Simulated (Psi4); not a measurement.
CH3Cl, charge +1, doublet, at a GFN2-xTB geometry (a state made from the parent by changing its charge; the spin is typed, not shown lowest). Base run: MP2/def2-SVP in Psi4 1.11.

Psi4 was given this input:
```
memory 2 GB

molecule {
1 2
C    -0.00131604    0.04523262   -1.08238306
Cl    0.00077875   -0.02676598    0.64048998
H    -0.03211593    1.09416315   -1.42147319
H     0.90873300   -0.42897516   -1.48626886
H    -0.88195964   -0.48156210   -1.48628921
}

set {
  basis def2-svp
  reference uhf
}

energy('mp2')
print_variables()
```

The base run was repeated with changes; each row names its change, and settings that it needs were set with it.

| change | ΔE vs base (mEh) | MP2 correlation (Eh) | basis functions | outcome |
|---|---|---|---|---|
| base | 0.000 | -0.26963 | 47 | converged |
| method = mp3 | ? | -0.26963 | 47 | converged |
| method = omp2 | -4.504 | -0.26963 | 47 | converged |
| method = cisd | - | - | - | input refused |
| method = scs-mp2 | -0.210 | -0.26975 | 47 | converged |
| puream = off | -20.108 | -0.28062 | 49 | converged |
| method = mp2.5 | -14.253 | -0.26963 | 47 | converged |
| scf_type = pk; mp2_type = conv | -0.159 | -0.26975 | 47 | converged |
| method = lccd | ? | -0.26975 | 47 | converged |
| cc_type = df | 0.000 | -0.26963 | 47 | converged |

Problem. What belongs in the gaps?

Solution. 
- method = mp3, ΔE vs base (mEh): -28.507
- method = lccd, ΔE vs base (mEh): -38.865

Open shells are given as the SCF converged; they aren't shown to be the lowest states, and a large step between rows can be another state.

- method = cisd: ended with `psi4.driver.p4util.exceptions.MissingMethodError: Method=cisd is not available for any derivative level under conditions CI_TYPE=CONV, REFERENCE=UHF, FREEZE_CORE=FALSE, QC_MODULE=(auto). See https://psicode.org/psi4manual/master/introduction.html#ss-cisd. Or d`
